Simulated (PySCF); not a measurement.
One formula, C6H18BN, several structures.

PySCF, CAM-B3LYP/def2-SVPD, density fitting, gas phase; each molecule at its own PBE0-D3(BJ)/def2-SVP geometry, one conformer. Singlet excitations by full TDDFT with frozen cores, triplets by Tamm–Dancoff TDDFT and ionisation energies by ΔSCF, from the lowest of the holes tried. 

Torsions of the conformers computed, which needn't be the lowest (atom-mapped SMILES):
- `[CH3:1][CH:2]([CH3:3])[BH2-:4][N+:5]([CH3:6])([CH3:7])[CH3:8]`: C1–C2–B4–N5 95°, C2–B4–N5–C6 66°
- `[CH3:1][CH2:2][CH2:3][B@H-:4]([NH3+:5])[CH:6]([CH3:7])[CH3:8]`: C1–C2–C3–B4 -178°, C2–C3–B4–N5 -65°, C3–B4–C6–C7 54°
- `[BH3-:1][N+:2]([CH3:3])([CH3:4])[CH2:5][CH:6]([CH3:7])[CH3:8]`: B1–N2–C5–C6 -65°, N2–C5–C6–C7 136°
- `[CH3:1][CH2:2][CH2:3][BH2-:4][N+:5]([CH3:6])([CH3:7])[CH3:8]`: C1–C2–C3–B4 180°, C2–C3–B4–N5 -178°, C3–B4–N5–C6 62°
- `[BH3-:1][N+:2]([CH2:3][CH3:4])([CH2:5][CH3:6])[CH2:7][CH3:8]`: B1–N2–C3–C4 -63°, B1–N2–C5–C6 179°, B1–N2–C7–C8 -56°
- `[BH3-:1][N@H+:2]([CH3:3])[CH:4]([CH2:5][CH3:6])[CH2:7][CH3:8]`: B1–N2–C4–C5 -162°, N2–C4–C5–C6 55°, N2–C4–C7–C8 -159°

Reference: `CC(C)[BH2-][N+](C)(C)C`, with HOMO energy -8.44 eV, LUMO energy 0.98 eV, lowest singlet excitation 7.08 eV, lowest triplet excitation 6.95 eV, mean polarisability 100.2 au, dipole moment 5.10 D and vertical ionisation energy 9.05 eV.

Changes against it:

```tsv
molecule	Δ electronic energy (kcal/mol)	Δ HOMO energy (eV)	Δ LUMO energy (eV)	Δ lowest singlet excitation (eV)	Δ lowest triplet excitation (eV)	Δ mean polarisability (au)	Δ dipole moment (D)	Δ vertical ionisation energy (eV)
CCC[BH2-][N+](C)(C)C	-2.7	-0.28	+0.01	+0.16	+0.13	+0.8	-0.02	+0.29
[BH3-][N+](CC)(CC)CC	+2.1	-0.47	+0.07	+0.56	+0.52	-1.2	-0.20	+0.76
[BH3-][N@H+](C)C(CC)CC	-4.6	-0.54	-0.07	+0.20	+0.16	0.0	+0.31	+0.88
```

Rows whose labels were lost:

| row | Δ electronic energy (kcal/mol) | Δ HOMO energy (eV) | Δ LUMO energy (eV) | Δ lowest singlet excitation (eV) | Δ lowest triplet excitation (eV) | Δ mean polarisability (au) | Δ dipole moment (D) | Δ vertical ionisation energy (eV) |
| --- | --- | --- | --- | --- | --- | --- | --- | --- |
| P | -21.1 | +0.03 | -0.51 | -0.84 | -0.78 | +2.3 | -0.96 | -0.08 |
| Q | +2.2 | -0.56 | +0.05 | +0.53 | +0.48 | -0.3 | -0.43 | +0.85 |

**Question.** Which row belongs to which of `CCC[B@H-]([NH3+])C(C)C` and `[BH3-][N+](C)(C)CC(C)C`?

**Answer.** P = `CCC[B@H-]([NH3+])C(C)C` and Q = `[BH3-][N+](C)(C)CC(C)C`. P and Q are told apart most clearly by the electronic energy (-21.1 against +2.2 kcal/mol); Q comes close to the labelled row of `[BH3-][N+](CC)(CC)CC` in every column.

**Question.** Which row has the smallest HOMO–LUMO gap and which the largest, and does the HOMO or the LUMO shift more there?

**Answer.** Smallest, counted from the reference: P, -0.54 eV (HOMO +0.03, LUMO -0.51), the larger shift being that of the LUMO. Largest: Q, +0.61 eV (HOMO -0.56, LUMO +0.05), the larger shift being that of the HOMO.
